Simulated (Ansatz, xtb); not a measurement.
**Relative energy of two isomers of C5H6BNO**

We compare X, `Bc1ocnc1C=C`, a singlet, with Y, `Bc1cnc(C=C)o1`, a singlet. Both are isolated molecules in the gas phase, relaxed with B3LYP-D3(BJ)/def2-SVP, each in the lowest conformer that the search found.

Quicker runs give these differences E(Y) − E(X): GFN2-xTB −0.89 kcal/mol; HF/STO-3G −1.42 kcal/mol (at GFN2-xTB geometries); r2SCAN-D4/def2-SVP −0.91 kcal/mol (at GFN2-xTB geometries).

Problem. Estimate E(Y) − E(X) at the level CCSD(T)/def2-SVP + ΔMP2/def2-TZVPP.

Solution. Too close to call at this level: CCSD(T)/def2-SVP + ΔMP2/def2-TZVPP gives E(Y) − E(X) = −0.57 kcal/mol.

The same difference at several levels:

```json
{"level": "GFN2-xTB", "geometry": "GFN2-xTB", "E(Y) − E(X) (kcal/mol)": "−0.89", "departure from the last row (kcal/mol)": "−0.32", "job, with rough time for the two": "optimisation, 0.17 s"}
{"level": "HF/STO-3G", "geometry": "GFN2-xTB", "E(Y) − E(X) (kcal/mol)": "−1.42", "departure from the last row (kcal/mol)": "−0.85", "job, with rough time for the two": "single point, 0.68 s"}
{"level": "r2SCAN-D4/def2-SVP", "geometry": "GFN2-xTB", "E(Y) − E(X) (kcal/mol)": "−0.91", "departure from the last row (kcal/mol)": "−0.34", "job, with rough time for the two": "single point, 4.8 s"}
{"level": "B3LYP-D3(BJ)/def2-SVP", "geometry": "B3LYP-D3(BJ)/def2-SVP", "E(Y) − E(X) (kcal/mol)": "−0.68", "departure from the last row (kcal/mol)": "−0.11", "job, with rough time for the two": "optimisation, 61 s"}
{"level": "HF/def2-SVP", "geometry": "B3LYP-D3(BJ)/def2-SVP", "E(Y) − E(X) (kcal/mol)": "−1.64", "departure from the last row (kcal/mol)": "−1.07", "job, with rough time for the two": "part of the CCSD(T) run"}
{"level": "MP2/def2-SVP", "geometry": "B3LYP-D3(BJ)/def2-SVP", "E(Y) − E(X) (kcal/mol)": "−0.44", "departure from the last row (kcal/mol)": "+0.13", "job, with rough time for the two": "part of the CCSD(T) run"}
{"level": "CCSD(T)/def2-SVP", "geometry": "B3LYP-D3(BJ)/def2-SVP", "E(Y) − E(X) (kcal/mol)": "−0.49", "departure from the last row (kcal/mol)": "+0.08", "job, with rough time for the two": "single point"}
{"level": "CCSD(T)/def2-SVP + ΔMP2/def2-TZVPP", "geometry": "B3LYP-D3(BJ)/def2-SVP", "E(Y) − E(X) (kcal/mol)": "−0.57", "departure from the last row (kcal/mol)": "", "job, with rough time for the two": "single point, 1.9 min"}
```

As drawn, both hold the same kinds of bond in the same numbers.

The largest departure from CCSD(T)/def2-SVP + ΔMP2/def2-TZVPP is that of HF/def2-SVP, 1.07 kcal/mol. The last row adds to CCSD(T) the change of the MP2 difference between the two basis sets, here −0.08 kcal/mol.

With thermal terms from frequencies at re-optimised GFN2-xTB minima (ideal gas, soft modes damped towards free rotors, one conformer each, 298.15 K, 1 atm): the zero-point term adds −0.08 kcal/mol; ΔH is −0.62 and ΔG −0.70 kcal/mol.

The correlated steps freeze 8 core orbitals. Programs: Ansatz 0.2.0, xtb 6.7.1; the last row on 2 threads of Intel(R) Xeon(R) Platinum 8375C CPU @ 2.90GHz (Ice Lake) on a shared host.
